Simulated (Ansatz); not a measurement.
Species: C2H2BN, SMILES `C#CB=N` (charge 0, multiplicity 1).

Q: Give a relaxed geometry from B3LYP-D3(BJ)/def2-TZVP in Ansatz (an electronic-structure program).

A: the end point of this relaxation (outside a Z-matrix the atoms follow the SMILES, hydrogens last).
Cartesian coordinates (Å) in one orientation:
```xyz
6

C      1.922    -0.250    -0.285
C      0.730    -0.096    -0.224
B     -0.732     0.095    -0.150
N     -1.957     0.255    -0.088
H      2.976    -0.387    -0.339
H     -2.939     0.383    -0.037
```
